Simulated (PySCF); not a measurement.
## Two-component Hartree-Fock for Os(42+) (osmium, charge +42)

Start: [Ar] 3d10 4s2 4p4; 4p1/2 filled at m_j = -1/2, +1/2; 4p3/2 filled at m_j = +1/2, +3/2. Calculated with PySCF 2.14 in an uncontracted even-tempered set (16 s from 5.3 bohr⁻², ratio 2.8; 13 p from 6.9 bohr⁻², ratio 2.8; 8 d from 12 bohr⁻², ratio 2.8; 4 f from 32 bohr⁻², ratio 3): generalised Hartree-Fock with the X2C-1e Hamiltonian and a Gaussian nucleus; one run each with spin-orbit coupling (SO) switched off, then screened by Boettger's factors.

```json
{"spinor shell": "1s1/2", "electrons": "2", "ε, spin-free (eV)": "-76296.6", "ε, screened SO (eV)": "-76268.6", "weight of nominal j (screened SO)": "1.000", "rms radius, screened SO (bohr)": "0.0201"}
{"spinor shell": "2s1/2", "electrons": "2", "ε, spin-free (eV)": "-15085.0", "ε, screened SO (eV)": "-15074.7", "weight of nominal j (screened SO)": "1.000", "rms radius, screened SO (bohr)": "0.0809"}
{"spinor shell": "2p1/2", "electrons": "2", "ε, spin-free (eV)": "-13402.8", "ε, screened SO (eV)": "-14501.0", "weight of nominal j (screened SO)": "1.000", "rms radius, screened SO (bohr)": "0.0686"}
{"spinor shell": "2p3/2", "electrons": "4", "ε, spin-free (eV)": "-13402.8", "ε, screened SO (eV)": "-12959.6", "weight of nominal j (screened SO)": "1.000", "rms radius, screened SO (bohr)": "0.0762"}
{"spinor shell": "3s1/2", "electrons": "2", "ε, spin-free (eV)": "-5027.9", "ε, screened SO (eV)": "-5023.2", "weight of nominal j (screened SO)": "1.000", "rms radius, screened SO (bohr)": "0.204"}
{"spinor shell": "3p1/2", "electrons": "2", "ε, spin-free (eV)": "-4521.5", "ε, screened SO (eV)": "-4772.5", "weight of nominal j (screened SO)": "1.000", "rms radius, screened SO (bohr)": "0.195"}
{"spinor shell": "3p3/2", "electrons": "4", "ε, spin-free (eV)": "-4521.5", "ε, screened SO (eV)": "-4415.9", "weight of nominal j (screened SO)": "1.000", "rms radius, screened SO (bohr)": "0.210"}
{"spinor shell": "3d3/2", "electrons": "4", "ε, spin-free (eV)": "-3966.6", "ε, screened SO (eV)": "-4009.6", "weight of nominal j (screened SO)": "1.000", "rms radius, screened SO (bohr)": "0.184"}
{"spinor shell": "3d5/2", "electrons": "6", "ε, spin-free (eV)": "-3966.6", "ε, screened SO (eV)": "-3932.5", "weight of nominal j (screened SO)": "1.000", "rms radius, screened SO (bohr)": "0.188"}
{"spinor shell": "4s1/2", "electrons": "2", "ε, spin-free (eV)": "-2318.0", "ε, screened SO (eV)": "-2316.4", "weight of nominal j (screened SO)": "1.000", "rms radius, screened SO (bohr)": "0.431"}
{"spinor shell": "4p1/2", "electrons": "2", "ε, spin-free (eV)": "-2139.6", "ε, screened SO (eV)": "-2214.6", "weight of nominal j (screened SO)": "0.999", "rms radius, screened SO (bohr)": "0.423"}
{"spinor shell": "4p3/2", "electrons": "2", "ε, spin-free (eV)": "-2139.6", "ε, screened SO (eV)": "-2107.0", "weight of nominal j (screened SO)": "0.999", "rms radius, screened SO (bohr)": "0.444"}
```

```
   quantity     spin-free   screened SO
E (hartree)  -16089.33828  -16114.49703
        M_J             2             2
       ⟨J²⟩         6.001         6.003
       ⟨L²⟩         2.001         3.294
       ⟨S²⟩         2.000         1.456
```

Each row is a mean over spinors that exchange with the open shell spreads, by up to 18.094 eV (4s1/2).

Breit and QED terms are absent; they matter most for the inner s and p1/2 levels.

Densities and radii are taken from the X2C orbitals without a picture-change correction, which distorts them close to the nucleus.

Without spin-orbit coupling the j labels of p, d and f shells carry no meaning; the spin-free column gives the mean over the occupied spinors of each nl shell.
